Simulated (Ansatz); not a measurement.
## Match the barriers

Saddle point of BPH6O3, closed shell (BH₃O₃ ([OH][B]([OH])[OH]) + PH₃ → BPH₄O₂ ([OH][B]([OH])[PH2]) + H₂O; bonds formed: B1–P6, O2–H5; bonds broken: B1–O2, H5–P6), PBE0-D4/def2-TZVP structure:

```json
{"atom": "B1", "x (Å)": "-0.3033", "y (Å)": "0.0071", "z (Å)": "-0.4486"}
{"atom": "O2", "x (Å)": "0.8673", "y (Å)": "1.0026", "z (Å)": "-0.6883"}
{"atom": "O3", "x (Å)": "-0.0399", "y (Å)": "-1.1050", "z (Å)": "-1.2697"}
{"atom": "O4", "x (Å)": "-1.5617", "y (Å)": "0.6217", "z (Å)": "-0.4129"}
{"atom": "H5", "x (Å)": "1.2156", "y (Å)": "0.8131", "z (Å)": "0.5274"}
{"atom": "P6", "x (Å)": "0.3728", "y (Å)": "-0.1931", "z (Å)": "1.5435"}
{"atom": "H7", "x (Å)": "1.4933", "y (Å)": "0.6087", "z (Å)": "-1.3086"}
{"atom": "H8", "x (Å)": "-0.8073", "y (Å)": "-1.6756", "z (Å)": "-1.3373"}
{"atom": "H9", "x (Å)": "-1.7293", "y (Å)": "1.1363", "z (Å)": "-1.2070"}
{"atom": "H10", "x (Å)": "-0.4045", "y (Å)": "0.2127", "z (Å)": "2.6417"}
{"atom": "H11", "x (Å)": "0.8969", "y (Å)": "-1.4286", "z (Å)": "1.9598"}
```

Ansatz 0.2.0; basis: def2-TZVPP, with def2-QZVPP for the basis limit; cores frozen in the correlated methods. Extrapolation: Hartree–Fock as exp(−7.88 √X), correlation as X^−2.97. Four methods, as single points on the PBE0-D4 structures, gave these electronic barriers from the start structure: 219.4, 237.7, 283.8, 344.7 kJ/mol.

**Question.** The methods were, in alphabetical order, BHLYP-D4, HF, PBE-D4, r2SCAN-D4. Which gave which? (A judgement: the text doesn't fix the answer.)

**Answer.** The calculation gives: PBE-D4 219.4; r2SCAN-D4 237.7; BHLYP-D4 283.8; HF 344.7 kJ/mol. For comparison, CCSD(T) at an estimated basis limit (MP2 extrapolated from triple and quadruple zeta, plus CCSD(T) − MP2 in triple zeta) gives 261.0 kJ/mol.

No T1 diagnostic of these runs exceeds 0.013.

Labels in which every atom is bracketed show which atoms are joined, not bond orders.

For scale, one of the runs: CCSD(T)/def2-TZVPP, 250 basis functions, launched by `ansatz run in.yaml --threads 8 --pin off --events-out ev --progress --plain --max-ram 19148MiB`. Time: 100 s of wall clock on 8 CPU threads of an Arm Neoverse V1; the host was shared. Peak host memory: 5.6 GiB.
